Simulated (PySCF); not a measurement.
# Excitation energy of Ca by level of theory

Ca [Ar] 4s2 (1S) → Ca [Ar] 3d2 (3F), as a difference of total energies. Calculation: PySCF 2.14, in aug-cc-pVTZ-X2C (7s6p4d2f, 59 functions); scalar relativity by spin-free X2C-1e. Correlated levels: valence: [Ar] frozen. The calculations carry no spin-orbit coupling.

```csv
method,excitation energy (cm⁻¹)
UHF,43921
MP2 (valence),46678
SCS-MP2 (valence),48675
CCSD (valence),46650
```

With two correlated electrons CCSD is exact in that space.

The coupled-cluster amplitudes are large for the upper state (T1 above 0.03 or a double amplitude above 0.15), so a single reference is strained.
